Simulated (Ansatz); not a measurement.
Program: Ansatz. Geometries: PBE0-D4/def2-TZVP. ΔE: electronic, gas phase. CCSD(T)/CBS adds triple-zeta CCSD(T) − MP2 to the extrapolated MP2 energy (def2 sets, frozen cores). DFT in def2-TZVPP. Elements past krypton have def2 core potentials. For Ge, Sn outer-core shells are correlated without core-valence functions, which leaves a few kJ/mol of doubt a bond. Scalar relativity is left out up to krypton. One conformer a species, not always the lowest.

Consider the redistribution: `O[Si]1([SnH3])CO1` + `F[CH]1[O][GeH2]1` → `O[Si]1(F)CO1` + `[SnH3][CH]1[O][GeH2]1`.

CCSD(T)/CBS gives -1.74 eV.

Q: Another level gave -1.39 eV. Which?
A. B2PLYP/def2-TZVPP
B. SCS-MP2/def2-TZVPP
C. PBE0-D4/def2-TZVPP
D. CCSD/def2-TZVPP

A: C. PBE0-D4 -1.39, B2PLYP -1.63, SCS-MP2/def2-TZVPP -1.83, CCSD/def2-TZVPP -1.74 eV.

Largest T1 diagnostic among the species: 0.015.

From PBE to PBE0 (25 % exact exchange), in def2-TZVPP and without D4, ΔE moves by −0.15 eV.
